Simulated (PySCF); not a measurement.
# Electron correlation in Sn⁺ (tin, charge +1)

[Kr] 4d10 5s1 5p2, high-spin 4P determinant (an excited configuration). Calculation: PySCF 2.14, in x2c-QZVPPall; scalar relativity by spin-free X2C-1e. Frozen: [Kr] 4d10; 3 electrons correlated.

```
  level  correlation energy (mhartree)
   CCSD                         -10.76
    (T)                          -0.07
CCSD(T)                         -10.83
```

Diagnostics: T1 = 0.0026, D1 = 0.0053, largest double amplitude 0.049.

Cost of the coupled-cluster step: of the order of 11 core-seconds, for 3 correlated electrons.

Iterations:

```
CC2 = 0
CCSD nocc = (np.int64(3), np.int64(0)), nmo = (89, 89)
frozen orbitals [[0, 1, 2, 3, 4, 5, 6, 7, 8, 9, 10, 11, 12, 13, 14, 15, 16, 17, 18, 19, 20, 21, 22], [0, 1, 2, 3, 4, 5, 6, 7, 8, 9, 10, 11, 12, 13, 14, 15, 16, 17, 18, 19, 20, 21, 22]]
max_cycle = 100
direct = 0
conv_tol = 1e-08
conv_tol_normt = 1e-06
diis_space = 8
diis_start_cycle = 0
Init t2, MP2 energy = -0.00760426883280991
Init E_corr(UCCSD) = -0.00760426883323493
cycle = 1  E_corr(UCCSD) = -0.00970254290372135  dE = -0.00209827407  norm(t1,t2) = 0.0216486
cycle = 2  E_corr(UCCSD) = -0.0103789794714644  dE = -0.000676436568  norm(t1,t2) = 0.00809913
cycle = 3  E_corr(UCCSD) = -0.0107672369496453  dE = -0.000388257478  norm(t1,t2) = 0.00323377
cycle = 4  E_corr(UCCSD) = -0.0107605338800289  dE = 6.70306962e-06  norm(t1,t2) = 0.00029127
cycle = 5  E_corr(UCCSD) = -0.010761011743208  dE = -4.77863179e-07  norm(t1,t2) = 2.72112e-05
cycle = 6  E_corr(UCCSD) = -0.0107609155504703  dE = 9.61927377e-08  norm(t1,t2) = 4.36944e-06
cycle = 7  E_corr(UCCSD) = -0.0107609585138017  dE = -4.29633314e-08  norm(t1,t2) = 5.20575e-07
cycle = 8  E_corr(UCCSD) = -0.010760953984469  dE = 4.52933265e-09  norm(t1,t2) = 7.20311e-08
UCCSD converged
E(UCCSD) = -6173.434194233076  E_corr = -0.01076095398446903
UCCSD(T) correction = -7.07259459711296e-05
```
